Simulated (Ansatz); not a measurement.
Geometry optimisation, Ansatz, RKS B3LYP/6-31G*.

input.yaml

```yaml
crystal:
  periodic: [false, false, false]
  atoms:
    - { symbol: Si, position_ang: [-0.347782, -1.114682, -0.000799] }
    - { symbol: "N", position_ang: [1.452537, 1.159535, 1.210122] }
    - { symbol: H, position_ang: [0.025657, -1.183127, 1.430181] }
    - { symbol: H, position_ang: [-1.207693, -2.312206, -0.219604] }
    - { symbol: C, position_ang: [-1.36446, 0.385026, -0.533588] }
    - { symbol: H, position_ang: [1.833204, 0.579001, 0.467487] }
    - { symbol: S, position_ang: [1.394798, -1.39792, -1.257884] }
    - { symbol: H, position_ang: [0.59545, 1.599238, 0.897596] }
    - { symbol: H, position_ang: [1.233394, 0.565435, 2.001569] }
    - { symbol: H, position_ang: [-1.928364, 0.122163, -1.436464] }
    - { symbol: H, position_ang: [-2.08844, 0.650876, 0.246346] }
    - { symbol: H, position_ang: [-0.76441, 1.270976, -0.762116] }
    - { symbol: H, position_ang: [1.166109, -0.324117, -2.042745] }
basis:
  gaussian: { orbitals: "6-31G*" }
hamiltonian:
  xc: b3lyp
relax:
  f_tol: 0.03
  max_steps: 50
output:
  orbitals: {}
```

Run as:

```bash
$ ansatz run input.yaml --threads 2 --pin off --max-ram 3072MiB --backend cpu --events-out ev --progress --plain --runs-dir out
```

Where does it end, and by what steps?

It converged. The force dipped under the threshold on the way, but the program's further checks kept it going. After 23 steps the energy has fallen by 0.293 eV; H12 moved furthest, 0.94 Å.

| step | energy less start (eV) | largest force component (eV/Å) | accepted |
| --- | --- | --- | --- |
| 0 | 0.0000 | 0.580 | yes |
| 1 | -0.1477 | 0.266 | yes |
| 2 | -0.1837 | 0.176 | yes |
| 3 | -0.2045 | 0.256 | yes |
| 4 | -0.2145 | 0.285 | yes |
| 5 | -0.2411 | 0.334 | yes |
| 6 | -0.2582 | 0.302 | yes |
| 7 | -0.2701 | 0.407 | yes |
| 8 | -0.2778 | 0.435 | yes |
| 9 | -0.2862 | 0.076 | yes |
| 10 | -0.2885 | 0.054 | yes |
| 11 | -0.2894 | 0.036 | yes |
| 12 | -0.2899 | 0.033 | yes |
| 13 | -0.2899 | 0.073 | yes |
| 14 | -0.2906 | 0.045 | yes |
| 15 | -0.2908 | 0.029 | yes |
| 16 | -0.2911 | 0.066 | yes |
| 17 | -0.2914 | 0.083 | yes |
| 18 | -0.2917 | 0.080 | yes |
| 19 | -0.2920 | 0.064 | yes |
| 20 | -0.2922 | 0.043 | yes |
| 21 | -0.2924 | 0.059 | yes |
| 22 | -0.2926 | 0.044 | yes |
| 23 | -0.2928 | 0.018 | yes |

```xyz
13
Properties=species:S:1:pos:R:3
Si -0.629 -1.433 -0.253
N 1.822 1.683 1.325
H -0.407 -1.843 1.158
H -1.495 -2.441 -0.924
C -1.421 0.272 -0.354
H 2.006 0.975 0.614
S 1.371 -1.488 -1.098
H 1.160 2.341 0.916
H 1.333 1.212 2.085
H -1.566 0.588 -1.393
H -2.404 0.264 0.135
H -0.791 1.014 0.147
H 1.022 -1.144 -2.358
```

Run time: 66 s on 2 threads of Intel(R) Xeon(R) Platinum 8375C CPU @ 2.90GHz (Ice Lake), on a shared host, peak memory 0.21 GiB.
